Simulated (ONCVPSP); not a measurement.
PBE ONCV dataset for Tc (Z = 43), scalar-relativistic all-electron reference.

| Property | Result |
| --- | --- |
| Element | Tc |
| Generator | ONCVPSP 4.0.1 |
| Type | optimised norm-conserving Vanderbilt (ONCV) |
| Functional | PBE |
| Relativity | scalar-relativistic |
| Frozen core | [Ar] 3d10 |
| Valence charge | 15 |
| Reference configuration | 4s2 4p6 4d5.5 5s1.5 |
| Partial waves | 4s+5s: rc 1.90 bohr, ncon 4, nbas 8, qcut 5 1/bohr, 2 projectors; 4p: rc 1.15 bohr, ncon 5, nbas 9, qcut 5.9 1/bohr, 2 projectors, debl 0.7 Ha; 4d: rc 1.90 bohr, ncon 4, nbas 8, qcut 6.6 1/bohr, 2 projectors, debl 0.7 Ha |
| Local potential | polynomial inside 0.90 bohr (lpopt 4, dvloc0 0 Ha) |
| Core correction | Teter function, fcfact 4.75, rcfact 1.5 |

In the p channel the program set the typed energies aside and used -1.611, 0.250 Ha.

All-electron outer shells of the reference configuration (PBE, scalar-relativistic, ld1.x):

| shell | level (eV) | outermost node (bohr) | outermost maximum (bohr) |
| --- | --- | --- | --- |
| 3d | -248.15 | – | 0.31 |
| 4s | -71.79 | 0.50 | 0.95 |
| 4p | -43.83 | 0.51 | 1.03 |
| 4d | -5.52 | 0.50 | 1.29 |
| 5s | -4.59 | 1.28 | 2.79 |

Calculated quality:

- Cutoffs needed: 155 Ha and 192 Ha (the cutoffs (Ha) at which the residual kinetic energy of the hardest occupied pseudo-wave falls to 1 and 0.1 mHa per electron)
- Ghost test: no bound ghost flagged; no localised positive-energy state flagged
- Largest excitation error: -6.8 meV (all-electron minus pseudo) for 4s2 4p6 4d5 5s0, out of 4 test configurations
- rms error of d²Exc/dni dnj: 4.06 mHa without and 2.88 mHa with the model core

Generation and tests took about 5 s on one core of a shared server CPU.
